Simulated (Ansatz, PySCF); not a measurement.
Breaking a bond: B(Br)3, SMILES BrB(Br)Br. The B1–Br4 bond (B1 also carries Br, Br; Br4 carries nothing else) is stretched with both fragments frozen at the PBE0/def2-TZVP optimised geometry. Each curve is given relative to its own lowest point near equilibrium.

```
R / Å      A      B      C      D
-----  -----  -----  -----  -----
1.56   216.4  208.4  210.7  219.5
1.65    98.3   99.5  100.3  103.7
1.76    23.3   28.7   28.7   28.9
1.86     0.4    3.1    3.1    2.8
1.90     0.0    0.0    0.0    0.0
1.96     6.6    1.0    1.0    1.9
2.01    17.5    5.9    6.0    7.9
2.13    58.5   28.0   28.1   33.4
2.27   123.8   64.6   64.4   74.7
2.53   262.7  141.9  140.3  161.1
2.77   338.0  209.7  206.3  280.4
3.09   378.7  286.3  279.6  362.1
3.50   394.7  345.3  348.0  400.3
3.97   398.5  376.1  398.6  414.3
4.64   398.5  394.4  437.7  419.8
5.55   398.7  402.3  459.8  421.8
```

Energies in kJ/mol.

**Question.** Assign the columns to these levels of theory: restricted PBE/cc-pVDZ (Ansatz, an electronic-structure program); unrestricted Hartree-Fock/STO-3G (PySCF); unrestricted B3LYP/6-31G*, spherical d run with PySCF 2.14.0; Ansatz with MP2 on UHF/cc-pVDZ, cores with 3d frozen.

**Answer.** A is UHF/STO-3G; B is UKS-B3LYP/6-31G*; C is RKS-PBE; D is UMP2.

The unrestricted determinant behind UHF/STO-3G is spin-contaminated at 2.53 to 5.55 Å (<S²> up to 1.0, against 0.00 for a pure singlet). The unrestricted determinant behind UMP2 is spin-contaminated at 2.77 to 5.55 Å (<S²> up to 1.0, against 0.00 for a pure singlet). The unrestricted determinant behind UKS-B3LYP/6-31G* is spin-contaminated at 3.50 to 5.55 Å (<S²> up to 0.9, against 0.00 for a pure singlet). The restricted form behind RKS-PBE keeps the bonding electrons paired and can't separate into open-shell fragments.
